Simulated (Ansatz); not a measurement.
Cartesian coordinates in Å:
```
O 0.731 1.507 0.417
Ti 0.320 -0.168 0.072
F 1.543 -0.946 -0.916
F 0.091 -1.115 1.528
S -1.658 -0.049 -1.065
H 0.697 2.164 1.114
H -1.725 -1.393 -1.150
```

Charge 0, multiplicity 1.

Problem. List the ωB97M-V/def2-TZVPP orbital energies in eV (Ansatz). (Estimate.)

Solution. Ansatz gave: Occupied: -4882.07, -2426.85, -677.72, -677.55, -550.78, -527.26, -459.29, -459.28, -459.26, -220.86, -163.96, -163.87, -163.82, -71.25, -46.86, -46.79, -46.45, -35.16, -34.89, -30.98, -22.83, -17.75, -15.84, -15.68, -15.32, -15.18, -15.04, -14.50, -14.02, -13.27, -13.08, -11.29, -10.11. Lowest empty: -0.27, -0.22, 0.26, 0.74, 0.80, 1.14, 2.29, 2.84.
